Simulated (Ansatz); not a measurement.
An input meant for the cluster Ca₃⁺ (charge 1, quartet).

```yaml
crystal:
  periodic: [true, true, true]
  atoms:
    - {symbol: Ca, position_ang: [-1.744368, 1.620735, 0.211141]}
    - {symbol: Ca, position_ang: [1.598388, -0.318435, -1.748606]}
    - {symbol: Ca, position_ang: [0.145980, -1.302309, 1.537466]}
basis:
  gaussian: {orbitals: def2-SVPD}
total_charge: 1
magnetization: {spin_polarized: true, initial_magnetization: 3}
hamiltonian: {xc: {name: revPBE0}}
scf: {omitted_lower_state_checks: [starts]}
```

```sh
$ ansatz run in.yaml --threads 4 --pin off --events-out ev --progress --plain --max-ram 3916MiB
```

It prints (some lines left out):

```
Error: YAML parse error: error: line 2 column 3: crystal: missing field `lattice` (a structure is typed as `lattice` and `atoms`, a molecule's as `atoms` in Å alone, or read from a run's directory, `checkpoint`)
 --> <input>:2:3
1 | crystal:
2 |   periodic: [true, true, true]
3 |   atoms:
4 |     - {symbol: Ca, position_ang: [-1.744368, 1.620735, 0.211141]}
```

Problem. Something in this input is off. What?

Solution. The species is marked periodic without a cell. The input was rejected before any iteration.
